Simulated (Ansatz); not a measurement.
C$_{2}$H$_{5}$FOSe, SMILES `OC[Se]CF`, relaxed with RKS PBE-D4/def2-SVP in the Gaussian-basis code of Ansatz from a rough embedded geometry. The force threshold is 0.03 eV/Å; the program also tests the step.

The species carries charge 0 and has multiplicity 1.

Start:

```xyz
10

O    -1.708   -0.312   -0.156
C    -0.694   -0.196   -1.042
Se    0.931   -0.951   -0.306
C     1.211    0.370    1.019
F     1.434    1.637    0.393
H    -1.933   -1.242    0.017
H    -0.495    0.842   -1.303
H    -0.942   -0.764   -1.961
H     0.209    0.475    1.649
H     1.989    0.141    1.690
```

(1) How much energy does the relaxation release, and in how many steps? (Estimate.)

(2) Which bonds change most? (Estimate.)

(3) Give the relaxed structure. (Best estimate.)

Answers

(1) Computed: 40.60 kJ/mol, in 5 steps.

(2) The calculation gave: C4–H9 from 1.189 to 1.110 Å; Se3–C4 from 1.892 to 1.962 Å; C2–Se3 from 1.938 to 1.999 Å; C4–H10 from 1.052 to 1.111 Å.

(3) Ansatz gave: 
```xyz
10

O    -1.746   -0.278   -0.114
C    -0.721   -0.229   -1.057
Se    1.021   -0.949   -0.390
C     1.167    0.422    1.007
F     1.518    1.654    0.504
H    -1.873   -1.215    0.135
H    -0.544    0.835   -1.306
H    -0.920   -0.797   -1.994
H     0.167    0.488    1.486
H     1.931    0.067    1.730
```
